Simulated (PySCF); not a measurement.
Simulated C 1s region for `CO[SiH2]CC(F)(F)F`, binding energy against the vacuum level.

Every computed line was given a Gaussian of 0.4 eV full width at half maximum and an area set by the number of equivalent atoms; the highest printed point is 100. Computed with delta-SCF UKS SCAN, pcX-2 on the ionised atom, pcseg-1 elsewhere, spin-free X2C in PySCF 2.14.0.

binding energy (eV), intensity and a bar:
```
    290.8          5 ##
    291.0         46 ##############
    291.2        100 ##############################
    291.4         55 ################
    291.6          7 ##
    291.8          0 
    292.0          0 
    292.2          2 
    292.4         24 #######
    292.6         88 ##########################
    292.8         80 ########################
    293.0         18 #####
    293.2          1 
    293.4          0 
    293.6          0 
    293.8          0 
    294.0          0 
    294.2          0 
    294.4          0 
    294.6          0 
    294.8          0 
    295.0          0 
    295.2          0 
    295.4          0 
    295.6          0 
    295.8          0 
    296.0          0 
    296.2          0 
    296.4          0 
    296.6          0 
    296.8          0 
    297.0          0 
    297.2          0 
    297.4          0 
    297.6          0 
    297.8          2 #
    298.0         30 #########
    298.2         94 ############################
    298.4         73 ######################
    298.6         14 ####
    298.8          1
```

How many maxima does the curve show, and how many computed lines lie under it?

The curve has 3 maxima (at 291.2, 292.7 and 298.3 eV). Under it lie 3 lines from 3 inequivalent carbon sites.

Decompose the envelope and assign each component. Numbering: `[CH3:1][O:2][SiH2:3][CH2:4][C:5]([F:6])([F:7])[F:8]`.

```
position (eV)  relative area  line  atoms                  environment
       291.21              1  C 1s     C4  sp3 carbon bound to silicon
       292.69              1  C 1s     C1               methoxy carbon
       298.26              1  C 1s     C5                   CF3 carbon
```

What are the centre and the root-mean-square width of the whole band?

The area-weighted mean of the lines is 294.05 eV. Their own spread about it is 3.04 eV (rms) and each Gaussian has σ = 0.4/2.355 = 0.17 eV; the variances add, which gives 3.04 eV.

The listed C 1s values span 7.05 eV, from C4 (bonded to C, 2 H and Si) to C5 (bonded to 3 F and C). The widest gap between neighbouring values is 5.57 eV, between 292.69 and 298.26 eV.

No satellites, vibrations or lifetime broadening are included. Isolated species at its PBE0-D3(BJ)/def2-SVP geometry (one conformer only).

Conformer computed: `[CH3:1][O:2][SiH2:3][CH2:4][C:5]([F:6])([F:7])[F:8]`: C1–O2–Si3–C4 178°, O2–Si3–C4–C5 -179°, Si3–C4–C5–F6 60°.
